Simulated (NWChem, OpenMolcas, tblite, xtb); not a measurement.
GeF2 (SMILES [F][Ge][F]): methods side by side

The species is GeF2 (3 atoms), meant as a singlet with charge 0. As SMILES, `[F][Ge][F]`. Geometry: a GFN2-xTB relaxation, a rough one for these elements and not checked as a minimum.

```
atom    x (Å)    y (Å)    z (Å)
  Ge   0.0045  -0.0079  -0.8123
   F   1.3208  -0.0187   0.4151
   F  -1.3253   0.0267   0.3972
```

Each level gives the dipole moment (D). The values are calculated.

| level | kind | program | value (D) | CPU time |
| --- | --- | --- | --- | --- |
| GFN1-xTB | semi-empirical | tblite | 3.08 | under 2 s |
| GFN0-xTB | semi-empirical | xtb | 3.49 | under 2 s |
| GFN2-xTB | semi-empirical | xtb | 4.09 | under 2 s |
| HF/STO-3G | Hartree–Fock | NWChem | 1.20 | 1.8 s |
| HF/3-21G | Hartree–Fock | OpenMolcas | 3.18 | 1.9 s |
| HF/def2-SVP | Hartree–Fock | OpenMolcas | 3.37 | 3.2 s |
| r2SCAN/6-31G | meta-GGA | OpenMolcas | 2.92 | 8.9 s |
| TPSS/def2-TZVP | meta-GGA | NWChem | 2.78 | 28 s |
| B3LYP/6-31G* (spherical functions) | global hybrid | NWChem | 2.62 | 11 s |
| PBE0/def2-SVP | global hybrid | NWChem | 2.82 | 8.1 s |

All-electron rows without a relativistic Hamiltonian named are non-relativistic. The values span 1.20 to 4.09 D. Sets without polarisation functions give poor dipoles. Without the sets that lack polarisation functions the rows with a basis span only 2.62 to 3.37 D. Times are those of the runs behind each value, whatever else they computed, on shared processors of several kinds: orders of magnitude only.
